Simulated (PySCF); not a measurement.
A run for PySCF: R-B3LYP/6-31G* on CH4O (SMILES CO).

```python
from pyscf import gto, scf, dft, mp
from pyscf.data.elements import chemcore

mol = gto.M(
    atom='''
    C    -0.47858127    0.52134163    3.92918105
    O     0.49295317   -0.28558167    3.27409347
    H    -1.47742794    0.38752252    3.50111109
    H    -0.17629681    1.55667371    3.78209592
    H    -0.51843222    0.31863565    5.00401835
    H     0.25536809   -1.21148792    3.38695573
    ''',
    basis='6-31g*',
    cart=True,
    charge=0, spin=0, verbose=3, max_memory=1800)
mf = dft.RKS(mol, xc='b3lyp')
mf.conv_tol = 1e-8
mf.max_cycle = 100
mf.kernel()
if not mf.converged:
    mf = mf.newton().run(mf.mo_coeff, mf.mo_occ)
```

It printed:

```
converged SCF energy = -115.714211148938
```

The calculation finished and met its thresholds.

Cost: very roughly 1.8 core-seconds.
